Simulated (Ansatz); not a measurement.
Geometry optimisation, UKS PBE/def2-SVP (Ansatz 0.2.0).

The input (input.yaml):

```yaml
crystal:
  periodic: [false, false, false]
  atoms:
    - { symbol: Ga, position_ang: [0.001634, 0.005977, -0.11707] }
    - { symbol: Cl, position_ang: [0.045993, 0.011898, 2.093864] }
    - { symbol: Cl, position_ang: [1.857936, -0.00098, -1.177202] }
    - { symbol: Cl, position_ang: [-1.865873, 0.005128, -1.161595] }
    - { symbol: O, position_ang: [-0.028531, 0.016975, 4.88421] }
    - { symbol: H, position_ang: [-0.52556, -0.840098, 4.824894] }
magnetization:
  spin_polarized: true
  initial_magnetization: 1
basis:
  gaussian: { orbitals: def2-SVP }
hamiltonian:
  xc: pbe
relax:
  f_tol: 0.03
  max_steps: 50
```

Launched with:

```bash
$ ansatz run input.yaml --threads 4 --pin off --max-ram 5120MiB --backend cpu --events-out ev --progress --plain --runs-dir out
```

**Question.** Where does it end, and by what steps?

**Answer.** It converged. After 23 steps the energy has fallen by 1.541 eV; O5 moved furthest, 2.25 Å. Joined: Ga1–O5 (5.00 → 1.94 Å).

| step | energy less start (eV) | largest force component (eV/Å) | accepted |
| --- | --- | --- | --- |
| 0 | 0.0000 | 0.876 | yes |
| 1 | -0.0306 | 0.263 | yes |
| 2 | -0.0361 | 0.206 | yes |
| 3 | -0.0412 | 0.306 | yes |
| 4 | -0.0479 | 0.093 | yes |
| 5 | -0.0593 | 0.103 | yes |
| 6 | -0.0699 | 0.175 | yes |
| 7 | -0.0760 | 0.248 | yes |
| 8 | -0.0909 | 0.340 | yes |
| 9 | -0.1051 | 0.757 | yes |
| 10 | -0.1247 | 0.912 | yes |
| 11 | -0.1531 | 0.659 | yes |
| 12 | -0.1871 | 0.398 | yes |
| 13 | -0.2454 | 0.217 | yes |
| 14 | -0.4020 | 0.338 | yes |
| 15 | -0.7142 | 0.598 | yes |
| 16 | -1.0724 | 0.787 | yes |
| 17 | -1.2497 | 1.351 | yes |
| 18 | -1.4336 | 0.331 | yes |
| 19 | -1.5092 | 0.292 | yes |
| 20 | -1.5186 | 0.273 | yes |
| 21 | -1.5287 | 0.572 | yes |
| 22 | -1.5402 | 0.081 | yes |
| 23 | -1.5411 | 0.019 | yes |

```xyz
6
Properties=species:S:1:pos:R:3
Ga -0.034 -0.146 0.968
Cl 1.302 -1.371 2.386
Cl 1.034 1.074 -0.434
Cl -1.851 -1.181 0.438
O -0.147 0.656 2.730
H -0.819 0.167 3.259
```

Whether the end is a true minimum wasn't checked by a vibrational analysis.

The run took 72 s on 4 threads of Intel(R) Xeon(R) Platinum 8259CL CPU @ 2.50GHz (Skylake/Cascade Lake), on a shared host, peak memory 0.28 GiB.
